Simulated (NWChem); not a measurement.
System: CH₂AlNO₃; SMILES O=C=[N][Al]([OH])[OH]

Input file for NWChem:

```
start job
memory heap 200 mb stack 900 mb global 1100 mb
geometry units angstroms noautosym nocenter noautoz
  Al    -0.156532     0.906503     0.000000
  N      0.103241    -0.852715     0.000000
  C      0.227370    -2.058103     0.000000
  O      0.359150    -3.233526     0.000000
  O     -1.769073     1.460976     0.000000
  H     -1.973216     2.409073     0.000000
  O      1.141153     2.017722     0.000000
  H      2.069769     1.739359     0.000000
end
basis spherical
  * library 6-31g*
end
dft
  xc hfexch
  iterations 150
  mulliken
end
task dft energy
esp
  recalculate
  probe 0.07
  range 0.3
  factor 1.0
  spacing 0.02
end
task esp
```

Parts of the log:

```
             Northwest Computational Chemistry Package (NWChem) 7.3.0
             --------------------------------------------------------

                             Geometry "geometry" -> ""
                             -------------------------

 Output coordinates in angstroms (scale by  1.889725989 to convert to a.u.)

  No.       Tag          Charge          X              Y              Z
 ---- ---------------- ---------- -------------- -------------- --------------
    1 Al                  13.0000    -0.15653200     0.90650300     0.00000000
    2 N                    7.0000     0.10324100    -0.85271500     0.00000000
    3 C                    6.0000     0.22737000    -2.05810300     0.00000000
    4 O                    8.0000     0.35915000    -3.23352600     0.00000000
    5 O                    8.0000    -1.76907300     1.46097600     0.00000000
    6 H                    1.0000    -1.97321600     2.40907300     0.00000000
    7 O                    8.0000     1.14115300     2.01772200     0.00000000
    8 H                    1.0000     2.06976900     1.73935900     0.00000000

 Effective nuclear repulsion energy (a.u.)     249.2683958118

  xc_inp: hfexch multiplicative factor not found.

                                 NWChem DFT Module
                                 -----------------

 Summary of "ao basis" -> "ao basis" (spherical)
 ------------------------------------------------------------------------------
       Tag                 Description            Shells   Functions and Types
 ---------------- ------------------------------  ------  ---------------------
 Al                          6-31g*                  8       18   4s3p1d
 N                           6-31g*                  6       14   3s2p1d
 C                           6-31g*                  6       14   3s2p1d
 O                           6-31g*                  6       14   3s2p1d
 H                           6-31g*                  2        2   2s

            General Information
            -------------------
          SCF calculation type: DFT
          Wavefunction type:  closed shell.
          No. of atoms     :     8
          No. of electrons :    52
           Alpha electrons :    26
            Beta electrons :    26
          Charge           :     0
          Spin multiplicity:     1
          Use of symmetry is: off; symmetry adaption is: off
          Maximum number of iterations: 150
          AO basis - number of functions:    92
                     number of shells:    42
          Convergence on energy requested:  1.00D-06
          Convergence on density requested:  1.00D-05
          Convergence on gradient requested:  5.00D-04

              XC Information
              --------------
                     Hartree-Fock (Exact) Exchange  1.000

      Superposition of Atomic Density Guess
      -------------------------------------

 Sum of atomic energies:        -559.07216487

      Non-variational initial energy
      ------------------------------

 Total energy =    -560.913090
 1-e energy   =   -1266.376094
 2-e energy   =     456.194608
 HOMO         =      -0.391691
 LUMO         =      -0.046957

     ---------------------------------------------
      Total Density - Mulliken Population Analysis
     ---------------------------------------------

    Atom       Charge   Shell Charges
 -----------   ------   -------------------------------------------------------
    1 Al  13    11.47   2.00  2.00  5.97  0.51  0.60  0.06  0.10  0.23
    2 N    7     7.81   2.00  0.82  2.60  0.81  1.57  0.01
    3 C    6     4.86   2.00  0.68  1.43  0.29  0.37  0.10
    4 O    8     8.72   2.00  0.95  3.01  0.94  1.81  0.02
    5 O    8     9.13   2.00  0.93  3.18  0.92  2.09  0.01
    6 H    1     0.44   0.35  0.09
    7 O    8     9.13   2.00  0.93  3.18  0.92  2.10  0.01
    8 H    1     0.44   0.35  0.09

[...]

                     NWChem Electrostatic Potential Fit Module
                     -----------------------------------------

 Atom parameters

 Number of atoms is                                    8
 Number of basis functions is                         92

 Grid parameters

 Maximum number of grid points is                  37611
 Number of grid points is                          37610
 Grid range                                     0.300000 nm
 Grid spacing                                   0.020000 nm
 Probe radius                                   0.070000 nm
 Atom radius factor                             1.000000

 Atomic radii

    1    0.100000
    6    0.147000
    7    0.140000
    8    0.136000
   13    0.195000
 FASTESP  F
  using M.O. file = ./job.movecs

    Atom              Coordinates                           Charge

                                                  ESP

    1 Al   -0.015653    0.090650    0.000000    1.491831
    2 N     0.010324   -0.085272    0.000000   -0.904246
    3 C     0.022737   -0.205810    0.000000    0.884884
    4 O     0.035915   -0.323353    0.000000   -0.502173
    5 O    -0.176907    0.146098    0.000000   -0.911656
    6 H    -0.197322    0.240907    0.000000    0.445791
    7 O     0.114115    0.201772    0.000000   -0.946902
    8 H     0.206977    0.173936    0.000000    0.442470
                                            ------------
                                               -0.000000

 Dipole moment                                  1.112617

 Quadrupole moment Qxx                          8.265423
                   Qyy                        -21.101404
                   Qzz                         12.835980

 RMS deviation kJ/mol                           0.045745

 RRMS %                                        14.388858
```

Level: Hartree-Fock/6-31G* (spherical d). All runs use the structure optimised with PBE-D3(BJ)/def2-SVP.
